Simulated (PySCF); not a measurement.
C3H4ClF. Atoms are numbered in the order given.

```xyz
9

F     -0.8850     1.9517     0.6458
C     -0.6344     0.8828    -0.1436
C     -1.3289    -0.4023     0.1572
C      0.1396    -0.2442     0.4381
Cl     1.3255    -1.0906    -0.5388
H     -0.4498     1.1582    -1.1872
H     -1.9896    -0.4281     1.0280
H     -1.6324    -1.0282    -0.6856
H      0.4455    -0.1448     1.4827
```
Charge 0, spin multiplicity 1.

The structure is a stationary point at PBE0-D3(BJ)/def2-SVP.

The numbers are results of PySCF with KT2/pcSseg-1, not measurements.

GIAO shieldings, no solvent; atoms listed in one row are averaged. δ = σ(ref) − σ: ¹⁹F against CFCl3 (σ = 127.1 ppm); ¹³C against TMS (σ = 185.1 ppm); ³⁵Cl against HCl (σ = 945.4 ppm); ¹H against TMS (σ = 31.47 ppm), references at their B3LYP-D3(BJ)/def2-TZVP geometries, non-relativistic (without spin–orbit terms, shifts of atoms bonded to Cl or Br come out too high).

| nucleus | atoms | count | δ (ppm) |
|---|---|---|---|
| ¹⁹F | F1 | 1 | -252.3 |
| ¹³C | C2 | 1 | 77.4 |
| ¹³C | C4 | 1 | 38.4 |
| ¹³C | C3 | 1 | 21.5 |
| ³⁵Cl | Cl5 | 1 | 135.7 |
| ¹H | H6 | 1 | 4.56 |
| ¹H | H9 | 1 | 3.31 |
| ¹H | H7 | 1 | 1.64 |
| ¹H | H8 | 1 | 1.11 |
